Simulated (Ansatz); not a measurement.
Reaction (ligand exchange at a B–Br bond): `CB(O)Br` + H₂S → `CB(O)S` + HBr

Program: Ansatz. Geometries: PBE0-D4/def2-TZVP. ΔE: electronic, gas phase. CCSD(T)/CBS adds triple-zeta CCSD(T) − MP2 to the extrapolated MP2 energy (def2 sets, frozen cores). This one scheme is used for every species. Functionals use def2-TZVPP. B3LYP here is the variant with VWN-RPA as its local correlation; programs differ in this. For Br outer-core shells are correlated without core-valence functions, which leaves a few kJ/mol of doubt a bond. Scalar relativity is left out up to krypton. Each species was taken in one conformer, which may not be the lowest.

`CB(O)Br`:

Z-matrix (Å, degrees):
```
C
B 1 1.554
H 1 1.091 2 111.8
H 1 1.094 2 110.5 3 121.4
H 1 1.094 2 110.5 3 -121.5
O 2 1.344 1 122.1 3 -0.2
Br 2 1.955 1 119.9 3 179.8
H 6 0.962 2 113.9 1 -180.0
```

H₂S:

Z-matrix (Å, degrees):
```
S
H 1 1.341
H 1 1.341 2 92.3
```

`CB(O)S`:

```xyz
9

C    -0.605    0.536   -0.762
B     0.111   -0.080    0.485
O    -0.240    0.344    1.727
S     1.416   -1.355    0.344
H     0.113    1.053   -1.407
H    -1.070   -0.240   -1.377
H    -1.375    1.251   -0.467
H     0.239   -0.070    2.450
H     1.411   -1.439   -0.994
```

HBr:

Cartesian coordinates in Å:
```
Br 0.285 0.647 -0.068
H -0.285 -0.647 0.068
```

Q: Is it downhill or uphill in electronic energy at CCSD(T)/CBS, and by how much? (An estimate is asked.)

A: Computed: Uphill: ΔE = +22.6 kJ/mol.

Q: What do these levels give: revPBE-D4, r2SCAN-D4, CAM-B3LYP-D4, ωB97M-V, B2PLYP, PBE0, B3LYP, BHLYP, RPA@PBE/def2-TZVPP, HF/def2-SVP, MP2/CBS(def2), CCSD/CBS(def2)? (Best estimate.)

A: Ansatz gave: revPBE-D4 15.9, r2SCAN-D4 19.5, CAM-B3LYP-D4 20.0, ωB97M-V 21.9, B2PLYP 21.7, PBE0 19.5, B3LYP 21.0, BHLYP 22.7, RPA@PBE/def2-TZVPP 21.4, HF/def2-SVP 23.7, MP2/CBS(def2) 24.4, CCSD/CBS(def2) 23.6 kJ/mol.

Largest T1 diagnostic among the species: 0.012.

Leaving LDA and LC-ωPBE aside and taking each functional with its dispersion term where it has one, the values, not all of them listed here, spread over 6.5 kJ/mol, from revPBE-D4 to BHLYP-D4. In def2-TZVPP, CCSD(T) changes the Hartree–Fock value by −5.6 kJ/mol (the triples alone add −1.0 kJ/mol) and MP2 by −3.8 kJ/mol.
